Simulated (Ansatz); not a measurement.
Basis-set series for C$_{2}$H$_{3}$AlO. Total charge 0; spin multiplicity 1. The structure was optimised at the PBE0-D4/def2-TZVP level.

Cartesian coordinates in Å:
```
C 0.850 0.417 0.011
C 0.311 -0.615 -0.674
Al -1.189 -0.141 0.375
O 0.022 1.042 0.911
H 1.858 0.828 -0.050
H 0.832 -1.203 -1.412
H -2.684 -0.328 0.839
```

| functional | basis | functions | energy (Eh) | HOMO (eV) | LUMO (eV) |
| --- | --- | --- | --- | --- | --- |
| PBE0-D4 | def2-TZVPP | 177 | -395.43514 | -6.57 | -1.35 |
| PBE0-D4 | def2-QZVPP | 331 | -395.45152 | -6.61 | -1.40 |
| ωB97M-V | def2-TZVPP | 177 | -395.65413 | -8.80 | 0.32 |
| ωB97M-V | def2-QZVPP | 331 | -395.66973 | -8.84 | 0.13 |

Problem. Give the rows for def2-SVP. (Estimate.)

Solution. Computed: 
| functional | basis | functions | energy (Eh) | HOMO (eV) | LUMO (eV) |
| --- | --- | --- | --- | --- | --- |
| PBE0-D4 | def2-SVP | 75 | -395.16989 | -6.44 | -1.28 |
| ωB97M-V | def2-SVP | 75 | -395.38355 | -8.65 | 0.48 |

Positive LUMOs are unbound and depend on the basis.
